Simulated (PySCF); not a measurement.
SF6, optimised at PBE/def2-SVP:

```xyz
7

S     -0.0172     0.0162     0.0077
F     -0.0217     1.0770    -1.2022
F     -1.0131    -0.9359    -0.8234
F      0.9788     0.9683     0.8388
F     -1.2810     0.7627     0.6670
F     -0.0126    -1.0447     1.2175
F      1.2466    -0.7303    -0.6517
```

Computed with PySCF (xtb for GFN2) and rigid-rotor harmonic-oscillator thermochemistry at 1 bar. 6-31G* has spherical d functions here. All species are closed-shell singlets. B3LYP is the form with VWN-RPA correlation.

Problem. List the harmonic frequencies (cm⁻¹, unscaled) at this level and at the other levels, each on its own geometry.

Solution. 
- PBE/def2-SVP: 318, 319, 319, 471, 471, 471, 561, 562, 562, 634, 635, 717, 966, 966, 966
- B3LYP/6-31G*: 316, 317, 317, 476, 476, 476, 560, 560, 560, 649, 649, 732, 967, 967, 967
- GFN2-xTB: 255, 255, 255, 389, 389, 389, 453, 453, 453, 536, 576, 576, 823, 823, 823
- HF/6-31G*: 367, 367, 367, 545, 545, 545, 642, 642, 642, 737, 737, 843, 1100, 1100, 1100
- PBE0/def2-TZVP: 343, 344, 344, 518, 518, 518, 610, 610, 610, 646, 646, 778, 960, 960, 961
